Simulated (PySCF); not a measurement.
Run times: holmium in x2c-TZVPall-2c

Measured wall times of calculations with PySCF 2.14 in x2c-TZVPall-2c (11s11p10d4f1g, 131 functions), with two-component X2C-1e, run from one Python driver. Hardware: 1 thread of Neoverse-V2 on a shared host, 3 GiB allowed. The two-electron integrals over 131 functions were computed once and kept in memory (13 CPU seconds with the set-up); the times below exclude them.

Launch command (the driver calls PySCF for each step listed in the task file):

```bash
OMP_NUM_THREADS=1 python sorun2.py TASK.json OUT
```

| species | step | iterations | wall time (s) |
| --- | --- | --- | --- |
| Ho³⁺ [Xe] 4f10 | GHF, spin-free | 7 | 10 |
| Ho³⁺ [Xe] 4f10 | GMP2 (36 electrons), spin-free |  | 14 |
| Ho³⁺ [Xe] 4f10 | GHF, screened spin-orbit | 17 | 35 |
| Ho³⁺ [Xe] 4f10 | GMP2 (36 electrons), screened spin-orbit |  | 12 |
| Ho⁴⁺ [Xe] 4f9 | GHF, spin-free | 8 | 12 |
| Ho⁴⁺ [Xe] 4f9 | GMP2 (35 electrons), spin-free |  | 12 |
| Ho⁴⁺ [Xe] 4f9 | GHF, screened spin-orbit | 15 | 82 |
| Ho⁴⁺ [Xe] 4f9 | GMP2 (35 electrons), screened spin-orbit |  | 12 |

Peak memory of the process: 0.87 GiB. Times on a shared host vary from run to run.
